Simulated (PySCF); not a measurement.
Several molecules and their computed UV-vis stick spectra, shuffled. Method: TDDFT CAM-B3LYP/def2-SVPD, vertical, gas phase, core orbitals frozen in the response in PySCF. Geometries: PBE0-D3(BJ)/def2-SVP; one conformer of each isolated species. Triplets are in the Tamm–Dancoff approximation. Atoms past krypton carry core potentials; spin–orbit coupling is left out.

A. `C/C=C(\Cl)[S@](C)=O`
B. `CC(=O)N[C@@H]1C=CC[SiH2]1`
C. `C[CH2][In]([CH2]C)[N]=C=O`

Lowest singlet levels (six at most, fewer where fewer were computed) with oscillator strengths:

1. 220 nm (f 0.113); 208 nm (f 0.002); 192 nm (f 0.024); 188 nm (f 0.027); 185 nm (f 0.030); 184 nm (f 0.222)
2. 269 nm (f 0.000); 224 nm (f 0.000); 213 nm (f 0.113); 211 nm (f 0.241); 193 nm (f 0.041); 192 nm (f 0.003); T1 4.41 eV
3. 207 nm (f 0.003); 190 nm (f 0.037); 187 nm (f 0.084); 183 nm (f 0.007); 181 nm (f 0.003); 177 nm (f 0.111); T1 4.18 eV

Task: Match each spectrum to its molecule.

Result: 1 = A, 2 = C, 3 = B.
- A: S1 at 5.63 eV, HOMO→LUMO (89%); Löwdin shares by element: HOMO oxygen 39%, sulfur 28%, carbon 18% or more (atoms not listed hold the other 16%); LUMO carbon 51% or more, sulfur 14%, chlorine 8% (atoms not listed hold the other 27%); HOMO -8.35 and LUMO 0.46 eV.
- B: S1 at 5.98 eV, HOMO-1→LUMO+1 (29%), HOMO-1→LUMO+3 (29%), HOMO-3→LUMO+3 (15%); Löwdin shares by element: HOMO carbon 70% or more (atoms not listed hold the other 30%); LUMO carbon 27% or more, hydrogen 26% or more (atoms not listed hold the other 47%); HOMO -8.24 and LUMO 1.00 eV.
- C: S1 at 4.60 eV, HOMO→LUMO (97%); Löwdin shares by element: HOMO carbon 37% or more, nitrogen 13%, indium 12% (atoms not listed hold the other 38%); LUMO indium 63%, carbon 16% or more, nitrogen 6%; HOMO -8.45 and LUMO -0.58 eV.
